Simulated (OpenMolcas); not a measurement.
## Au3+: ligand-field states by method

Au3+ with 6 ligands (water) in octahedral coordination (Th) at 2.31 Å. Ligand basis ANO-RCC-VDZP.
```
Au    0.0000    0.0000    0.0000
O     2.3100    0.0000    0.0000
H     2.8870    0.7797    0.0000
H     2.8870   -0.7797    0.0000
O     0.0000    2.3100    0.0000
H     0.0000    2.8870    0.7797
H     0.0000    2.8870   -0.7797
O    -2.3100    0.0000    0.0000
H    -2.8870    0.7797    0.0000
H    -2.8870   -0.7797    0.0000
O     0.0000   -2.3100    0.0000
H     0.0000   -2.8870    0.7797
H     0.0000   -2.8870   -0.7797
O     0.0000    0.0000    2.3100
H     0.7797    0.0000    2.8870
H    -0.7797    0.0000    2.8870
O     0.0000    0.0000   -2.3100
H     0.7797    0.0000   -2.8870
H    -0.7797    0.0000   -2.8870
```

```yaml
Program: OpenMolcas 26.06
Basis: ANO-RCC-VTZP [8s7p5d3f1g]
Scalar_Hamiltonian: DKH2, point nucleus
Active_space: 8 electrons in 5 orbitals (5d)
State_averaging: 2S+1 = 3 even, 10 roots; 2S+1 = 1 even, 15 roots
Spin-orbit_coupling: RASSI with atomic mean-field integrals over the reference wave functions
```

I. CASSCF
II. SS-CASPT2, IPEA 0.25 Eh, imaginary shift 0.1 Eh (closed shells correlated: 5s 5p and the ligand valence shells)
III. SS-CASPT2, IPEA 0.25 Eh, sigma2 regulariser 0.3 Eh (closed shells correlated: 5s 5p and the ligand valence shells)

Spin-free states (labels of O, taken over from Oh, the nearest higher group) in cm-1, each column counted from its own energy of the first state listed:

```csv
State,Degeneracy,I,II,III
3A2,1,0,0,0
1E,2,11741,5420,5430
3T2,3,13559,15800,15930
3T1,3,20507,21470,21820
1A1,1,20605,12030,12030
1T2,3,25050,21270,21390
1T1,3,28906,23540,23760
3T1,3,32190,34760,34980
1T2,3,41305,39250,39560
1E,2,41860,37000,38260
1A1,1,60501,47350,52980
```

From I to II, I's first state of the same spin (3T2) moves from 13559 to 15800 cm-1, by about +2200 cm-1.

From I to II, I's first state of another spin (1E) moves from 11741 to 5420 cm-1, by about -6300 cm-1.

I: A least-squares ligand-field fit to the states below 45000 cm-1, each weighted by its degeneracy and with a free common offset, gives 10Dq = 14188 cm-1, B = 758 cm-1 and C = 3137 cm-1 (C/B = 4.14), with an rms deviation of 263 cm-1. The same method and metal basis give the free ion B = 937 cm-1 (fit to its terms below 60000 cm-1, rms deviation 6 cm-1), so the nephelauxetic ratio is β = 758 / 937 = 0.81; it hangs on how both fits weigh the states, and computed free-ion B values tend to be too large, so β mixes covalency with correlation.

χT at 300 K: I 1.81, II 1.72, III 1.72 cm3 K/mol.

The states above are spin-free; spin-orbit coupling is strong here and shifts and splits them by thousands of cm-1.

Roots that are degenerate in the reference are averaged as groups; the widest CASPT2 spread within a group is 530 cm-1 (the 3-fold group of multiplicity 1 near 21300 cm-1 above the lowest state of its run, II). Shifts and gaps below about the spread of the groups concerned are not significant. Over all roots computed the reference weight is 0.63 to 0.68 in II, 0.67 to 0.68 in III; the roots of lowest weight are the least certain, and an intruder state may touch them. Real 4d8 and 5d8 ions are as a rule square planar and diamagnetic. The least metal-like active orbital is 81 % on the metal (Löwdin) and no ligand orbital is active, so the numbers are rough. Ligand-to-metal charge-transfer states are missing. With no ligand orbital active B as a rule stays too high, so bands that hang on it stand too high and its fall with covalency is understated. Without dynamic correlation the repulsion within the d shell is too large (B by tens of per cent), so at a given field states of lower spin stand too high (holds for I). With metal d orbitals alone the field can be off either way by tens of per cent (holds for I). With one d shell and no ligand orbital active, 10Dq can be off by a tenth or more (holds for II; III). The distance lies 5 % over the 2.21 Å that this model takes as the normal distance (a Shannon-type radius plus a fixed donor radius); by an R⁻⁵ law this alone changes a d-shell field by about -20 %. No measured value stands beside these numbers; the geometry is a model, was not optimised and need not be the one that this ion takes.
